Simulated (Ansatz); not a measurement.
Ansatz (a first-principles code) job for C3H6BNO, SMILES C#CB(N)OC, PBE0-D3(BJ)/def2-SVP. 

Ansatz 0.2 input:
```yaml
crystal:
  periodic: [false, false, false]
  atoms:
    - {symbol: C, position_ang: [-1.45212657, 1.78662332, 0.78901641]}
    - {symbol: C, position_ang: [-0.94316163, 0.79272707, 0.34382872]}
    - {symbol: B, position_ang: [-0.25804306, -0.46293343, -0.21846534]}
    - {symbol: N, position_ang: [-1.04687384, -1.51001338, -0.71251546]}
    - {symbol: O, position_ang: [1.09207040, -0.62764665, -0.27308029]}
    - {symbol: C, position_ang: [2.00963716, 0.32136902, 0.19360910]}
    - {symbol: H, position_ang: [-1.91218091, 2.65022653, 1.17594435]}
    - {symbol: H, position_ang: [-2.04932324, -1.49676028, -0.72827593]}
    - {symbol: H, position_ang: [-0.63890126, -2.34671404, -1.08834336]}
    - {symbol: H, position_ang: [2.75664344, 0.49662204, -0.58533809]}
    - {symbol: H, position_ang: [2.51390416, -0.07001724, 1.08270503]}
    - {symbol: H, position_ang: [1.52553285, 1.26826037, 0.44915981]}
basis:
  gaussian:
    orbitals: def2-SVP
hamiltonian:
  xc: pbe0
  dispersion: d3bj
relax: {f_tol: 0.002, max_steps: 200}
```

Output:

```
WARN ansatz: RAYON_NUM_THREADS=1 ignored (pool sized by the plan → 1); use --threads N
Functional definition: PBE0
integrals: 0.07 GiB planned
1289 factors; integrals over basis functions are off by at most 3.7e-4 eV
mean field: 0.47 GiB planned
mean field evaluation 1: about -7399.9158 eV, gradient 6.3e1 eV
mean field evaluation 2: about -7397.5608 eV, gradient 7.1e1 eV
mean field evaluation 4: about -7408.4270 eV, gradient 4.8e0 eV
mean field evaluation 8: about -7408.5398 eV, gradient 3.8e-1 eV
mean field evaluation 16: about -7408.5401 eV, gradient 1.9e-5 eV
mean field -7408.54012394 eV, -272.2588278660 hartree, gradient 2.0e-5 eV, S^2 0.000000; 0 other end points of the search recorded, 0 dependent functions left out
the calculation of the forces begins
reference -7408.54015195 eV, -272.2588288952 hartree; 22, 22 occupied and 92, 92 virtual orbitals, 1289 factors
relax step   1: F+E_penalty+E_count = -7408.73327797 eV  Δ(F+E_penalty+E_count) = +0.000e0 eV  max|allowed force component| = 9.351e-1 eV/Å  Δτ_max = 0.0000 Å  (28 SCF iters, accepted)
these checks for a lower state are left out or cut short: starts, cluster_reference, orbital_swaps, neighbouring_geometries, increment
integrals: 0.07 GiB planned
1289 factors; integrals over basis functions are off by at most 3.8e-4 eV
mean field: 0.47 GiB planned
mean field -7408.57628124 eV, -272.2601566221 hartree, gradient 2.1e-5 eV, S^2 0.000000; 0 other end points of the search recorded, 0 dependent functions left out
the calculation of the forces begins
reference -7408.57630931 eV, -272.2601576536 hartree; 22, 22 occupied and 92, 92 virtual orbitals, 1289 factors
relax step   2: F+E_penalty+E_count = -7408.76866856 eV  Δ(F+E_penalty+E_count) = -3.539e-2 eV  max|allowed force component| = 2.266e-1 eV/Å  Δτ_max = 0.0304 Å  (32 SCF iters, accepted)
these checks for a lower state are left out or cut short: starts, cluster_reference, orbital_swaps, neighbouring_geometries, increment
integrals: 0.07 GiB planned
1289 factors; integrals over basis functions are off by at most 3.8e-4 eV
mean field: 0.47 GiB planned
mean field evaluation 32: about -7408.5787 eV, gradient 2.1e-5 eV
mean field -7408.57872515 eV, -272.2602464342 hartree, gradient 2.1e-5 eV, S^2 0.000000; 0 other end points of the search recorded, 0 dependent functions left out
the calculation of the forces begins
reference -7408.57875321 eV, -272.2602474653 hartree; 22, 22 occupied and 92, 92 virtual orbitals, 1289 factors
relax step   3: F+E_penalty+E_count = -7408.77098913 eV  Δ(F+E_penalty+E_count) = -2.321e-3 eV  max|allowed force component| = 6.304e-2 eV/Å  Δτ_max = 0.0105 Å  (33 SCF iters, accepted)
these checks for a lower state are left out or cut short: starts, cluster_reference, orbital_swaps, neighbouring_geometries, increment
integrals: 0.07 GiB planned
1289 factors; integrals over basis functions are off by at most 3.8e-4 eV
mean field: 0.47 GiB planned
mean field -7408.57904670 eV, -272.2602582509 hartree, gradient 1.3e-5 eV, S^2 0.000000; 0 other end points of the search recorded, 0 dependent functions left out
the calculation of the forces begins
reference -7408.57907473 eV, -272.2602592812 hartree; 22, 22 occupied and 92, 92 virtual orbitals, 1289 factors
relax step   4: F+E_penalty+E_count = -7408.77128914 eV  Δ(F+E_penalty+E_count) = -3.000e-4 eV  max|allowed force component| = 4.214e-2 eV/Å  Δτ_max = 0.0080 Å  (25 SCF iters, accepted)
these checks for a lower state are left out or cut short: starts, cluster_reference, orbital_swaps, neighbouring_geometries, increment
integrals: 0.07 GiB planned
1289 factors; integrals over basis functions are off by at most 3.8e-4 eV
mean field: 0.47 GiB planned
mean field -7408.57931888 eV, -272.2602682533 hartree, gradient 9.4e-6 eV, S^2 0.000000; 0 other end points of the search recorded, 0 dependent functions left out
the calculation of the forces begins
reference -7408.57934690 eV, -272.2602692832 hartree; 22, 22 occupied and 92, 92 virtual orbitals, 1289 factors
relax step   5: F+E_penalty+E_count = -7408.77155342 eV  Δ(F+E_penalty+E_count) = -2.643e-4 eV  max|allowed force component| = 3.046e-2 eV/Å  Δτ_max = 0.0091 Å  (25 SCF iters, accepted)
these checks for a lower state are left out or cut short: starts, cluster_reference, orbital_swaps, neighbouring_geometries, increment
integrals: 0.07 GiB planned
1289 factors; integrals over basis functions are off by at most 3.8e-4 eV
mean field: 0.47 GiB planned
[...]
these checks for a lower state are left out or cut short: starts, cluster_reference, orbital_swaps, neighbouring_geometries, increment
integrals: 0.07 GiB planned
1289 factors; integrals over basis functions are off by at most 3.8e-4 eV
mean field: 0.47 GiB planned
mean field -7408.57984430 eV, -272.2602875621 hartree, gradient 1.6e-5 eV, S^2 0.000000; 0 other end points of the search recorded, 0 dependent functions left out
the calculation of the forces begins
reference -7408.57987244 eV, -272.2602885964 hartree; 22, 22 occupied and 92, 92 virtual orbitals, 1289 factors
relax step  14: F+E_penalty+E_count = -7408.77200299 eV  Δ(F+E_penalty+E_count) = -2.051e-5 eV  max|allowed force component| = 1.238e-2 eV/Å  Δτ_max = 0.0106 Å  (24 SCF iters, accepted)
these checks for a lower state are left out or cut short: starts, cluster_reference, orbital_swaps, neighbouring_geometries, increment
integrals: 0.07 GiB planned
1289 factors; integrals over basis functions are off by at most 3.8e-4 eV
mean field: 0.47 GiB planned
mean field -7408.57986336 eV, -272.2602882626 hartree, gradient 1.1e-5 eV, S^2 0.000000; 0 other end points of the search recorded, 0 dependent functions left out
the calculation of the forces begins
reference -7408.57989151 eV, -272.2602892973 hartree; 22, 22 occupied and 92, 92 virtual orbitals, 1289 factors
relax step  15: F+E_penalty+E_count = -7408.77202083 eV  Δ(F+E_penalty+E_count) = -1.783e-5 eV  max|allowed force component| = 9.735e-3 eV/Å  Δτ_max = 0.0101 Å  (24 SCF iters, accepted)
these checks for a lower state are left out or cut short: starts, cluster_reference, orbital_swaps, neighbouring_geometries, increment
integrals: 0.07 GiB planned
1289 factors; integrals over basis functions are off by at most 3.8e-4 eV
mean field: 0.47 GiB planned
mean field -7408.57987364 eV, -272.2602886405 hartree, gradient 1.1e-5 eV, S^2 0.000000; 0 other end points of the search recorded, 0 dependent functions left out
the calculation of the forces begins
reference -7408.57990180 eV, -272.2602896754 hartree; 22, 22 occupied and 92, 92 virtual orbitals, 1289 factors
relax step  16: F+E_penalty+E_count = -7408.77203228 eV  Δ(F+E_penalty+E_count) = -1.145e-5 eV  max|allowed force component| = 5.623e-3 eV/Å  Δτ_max = 0.0087 Å  (24 SCF iters, accepted)
these checks for a lower state are left out or cut short: starts, cluster_reference, orbital_swaps, neighbouring_geometries, increment
integrals: 0.07 GiB planned
1289 factors; integrals over basis functions are off by at most 3.8e-4 eV
mean field: 0.47 GiB planned
mean field -7408.57987357 eV, -272.2602886377 hartree, gradient 1.8e-5 eV, S^2 0.000000; 0 other end points of the search recorded, 0 dependent functions left out
the calculation of the forces begins
reference -7408.57990173 eV, -272.2602896729 hartree; 22, 22 occupied and 92, 92 virtual orbitals, 1289 factors
relax step  17: F+E_penalty+E_count = -7408.77203500 eV  Δ(F+E_penalty+E_count) = -2.719e-6 eV  max|allowed force component| = 4.338e-3 eV/Å  Δτ_max = 0.0068 Å  (23 SCF iters, accepted)
these checks for a lower state are left out or cut short: starts, cluster_reference, orbital_swaps, neighbouring_geometries, increment
integrals: 0.07 GiB planned
1289 factors; integrals over basis functions are off by at most 3.8e-4 eV
mean field: 0.47 GiB planned
mean field -7408.57987545 eV, -272.2602887070 hartree, gradient 3.2e-5 eV, S^2 0.000000; 0 other end points of the search recorded, 0 dependent functions left out
the calculation of the forces begins
reference -7408.57990362 eV, -272.2602897421 hartree; 22, 22 occupied and 92, 92 virtual orbitals, 1289 factors
relax step  18: F+E_penalty+E_count = -7408.77203816 eV  Δ(F+E_penalty+E_count) = -3.158e-6 eV  max|allowed force component| = 3.148e-3 eV/Å  Δτ_max = 0.0013 Å  (20 SCF iters, accepted)
these checks for a lower state are left out or cut short: starts, cluster_reference, orbital_swaps, neighbouring_geometries, increment
integrals: 0.07 GiB planned
1289 factors; integrals over basis functions are off by at most 3.8e-4 eV
mean field: 0.47 GiB planned
mean field evaluation 128: about -7408.5799 eV, gradient 3.1e-5 eV
mean field -7408.57987396 eV, -272.2602886523 hartree, gradient 3.1e-5 eV, S^2 0.000000; 0 other end points of the search recorded, 0 dependent functions left out
the calculation of the forces begins
reference -7408.57990213 eV, -272.2602896875 hartree; 22, 22 occupied and 92, 92 virtual orbitals, 1289 factors
relax step  19: F+E_penalty+E_count = -7408.77203960 eV  Δ(F+E_penalty+E_count) = -1.438e-6 eV  max|allowed force component| = 3.610e-3 eV/Å  Δτ_max = 0.0008 Å  (21 SCF iters, accepted)
these checks for a lower state are left out or cut short: starts, cluster_reference, orbital_swaps, neighbouring_geometries, increment
integrals: 0.07 GiB planned
1289 factors; integrals over basis functions are off by at most 3.8e-4 eV
mean field: 0.47 GiB planned
mean field -7408.57987769 eV, -272.2602887894 hartree, gradient 2.8e-5 eV, S^2 0.000000; 0 other end points of the search recorded, 0 dependent functions left out
the calculation of the forces begins
reference -7408.57990586 eV, -272.2602898246 hartree; 22, 22 occupied and 92, 92 virtual orbitals, 1289 factors
relax step  20: F+E_penalty+E_count = -7408.77204015 eV  Δ(F+E_penalty+E_count) = -5.545e-7 eV  max|allowed force component| = 4.702e-4 eV/Å  Δτ_max = 0.0006 Å  (20 SCF iters, accepted)
these checks for a lower state are left out or cut short: starts, cluster_reference, orbital_swaps, neighbouring_geometries, increment
integrals: 0.07 GiB planned
1289 factors; integrals over basis functions are off by at most 3.8e-4 eV
mean field: 0.47 GiB planned
mean field -7408.57987993 eV, -272.2602888715 hartree, gradient 4.9e-5 eV, S^2 0.000000; 0 other end points of the search recorded, 0 dependent functions left out
the calculation of the forces begins
reference -7408.57990810 eV, -272.2602899067 hartree; 22, 22 occupied and 92, 92 virtual orbitals, 1289 factors
relax step  21: F+E_penalty+E_count = -7408.77204036 eV  Δ(F+E_penalty+E_count) = -2.077e-7 eV  max|allowed force component| = 9.148e-4 eV/Å  Δτ_max = 0.0025 Å  (20 SCF iters, accepted)
integrals: 0.07 GiB planned
1289 factors; integrals over basis functions are off by at most 3.8e-4 eV
mean field: 0.47 GiB planned
mean field -7408.57987993 eV, -272.2602888715 hartree, gradient 4.9e-5 eV, S^2 0.000000; 1 other end points of the search recorded, 0 dependent functions left out
the calculation of the forces begins
reference -7408.57990810 eV, -272.2602899067 hartree; 22, 22 occupied and 92, 92 virtual orbitals, 1289 factors
Total energy: -7408.77206853 eV, -272.2673516723 hartree
Atom 0 at    -1.459048     1.806419     0.756667 Å, force     0.000145     0.000097     0.000087 eV/Å
Atom 1 at    -0.926786     0.800358     0.326471 Å, force     0.000080    -0.000304     0.000294 eV/Å
Atom 2 at    -0.254940    -0.485569    -0.223568 Å, force    -0.000286     0.000391    -0.000915 eV/Å
Atom 3 at    -1.056636    -1.527037    -0.714981 Å, force    -0.000140     0.000016     0.000336 eV/Å
Atom 4 at     1.099607    -0.642322    -0.247438 Å, force     0.000349     0.000062     0.000296 eV/Å
Atom 5 at     2.014143     0.312584     0.209173 Å, force    -0.000322    -0.000410    -0.000190 eV/Å
Atom 6 at    -1.931356     2.694584     1.136391 Å, force    -0.000124    -0.000024    -0.000091 eV/Å
Atom 7 at    -2.064150    -1.482558    -0.729411 Å, force     0.000010    -0.000006    -0.000021 eV/Å
Atom 8 at    -0.655980    -2.379818    -1.081387 Å, force     0.000140    -0.000025     0.000052 eV/Å
Atom 9 at     2.687176     0.605981    -0.612975 Å, force     0.000029     0.000061     0.000023 eV/Å
Atom 10 at     2.630186    -0.117950     1.015482 Å, force     0.000071     0.000014     0.000054 eV/Å
Atom 11 at     1.514961     1.217071     0.593821 Å, force     0.000047     0.000130     0.000074 eV/Å
Dipole moment:    -0.109348    -0.002764    -0.004909 e Å
```

Self-consistency was reached.
